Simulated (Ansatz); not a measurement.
A nudged elastic band was laid between two geometries of FGe$_{2}$H$_{5}$ (8 atoms, charge 0, multiplicity 1).

Theory: RKS PBE0/def2-SVP in Ansatz 0.2.0.

```json
{
 "movable images": "7",
 "climbing image": "yes",
 "spring": "5.0 eV/Å²",
 "optimiser": "quadratic models (default)",
 "start path": "through a guess of the saddle point",
 "force threshold": "0.03 eV/Å",
 "iteration limit": "60",
 "end points": "relaxed"
}
```

Initial state:

```xyz
8
Properties=species:S:1:pos:R:3
Ge 0.243 0.036 0.050
F -0.149 -0.168 1.745
H 1.769 0.240 -0.006
Ge -1.028 1.948 -0.725
H -2.533 1.669 -0.580
H -0.655 3.196 0.093
H -0.704 2.202 -2.209
H -0.151 -1.287 -0.635
```

Final state:

```xyz
8
Properties=species:S:1:pos:R:3
Ge -0.231 -0.523 -0.667
F 1.354 0.311 0.872
H 2.177 0.148 0.472
Ge -1.158 1.787 -0.831
H -2.563 1.739 -1.484
H -1.314 2.509 0.529
H -0.293 2.707 -1.728
H -1.179 -0.842 0.570
```

Problem. What changes between the two ends?

Solution. Bonds broken: Ge1–H3. Bonds formed: F2–H3. FGe2H5 becomes FH + Ge2H4.

Problem. What energy profile does the band end with?

Solution. The run converged. The highest image is number 4 of 0 to 8, 2.62 eV above the first end and 0.73 eV above the last; the last end lies 1.89 eV above the first. The profile has 2 maxima (images 4, 6) with wells between them (image 5): this band takes more than one step, which may be the mechanism or a detour left from its start path. A vibrational analysis at the climbing image gives one clearly imaginary mode, 1302i cm⁻¹: a first-order saddle point. The orbitals stay closed-shell, which can raise the energy where a bond breaks towards radicals; this wasn't checked here.

```
image  path coordinate (Å)  energy (eV)  Ge1–H3 (Å)  F2–H3 (Å)
    0                 0.00         0.00        1.54       2.63
    1                 0.48         0.01        1.54       2.62
    2                 0.95         0.25        1.53       2.31
    3                 1.43         1.45        1.53       1.78
    4                 1.90         2.62        1.64       1.26
    5                 3.18         1.89        2.82       0.93
    6                 4.45         1.91        2.71       0.93
    7                 5.73         1.91        2.73       0.93
    8                 7.00         1.89        2.75       0.93
```

Problem. What is the geometry of the highest image?

Solution. 
```xyz
8
Properties=species:S:1:pos:R:3
Ge 0.467 0.104 -0.374
F 0.296 -0.212 1.632
H 1.374 -0.078 0.985
Ge -1.031 1.987 -0.806
H -2.454 1.675 -0.307
H -0.511 3.257 -0.110
H -1.080 2.240 -2.326
H -0.268 -1.138 -0.959
```

Time of the run: 7.7 min on 2 threads of Arm Neoverse V2, on a shared host, peak memory 0.26 GiB.
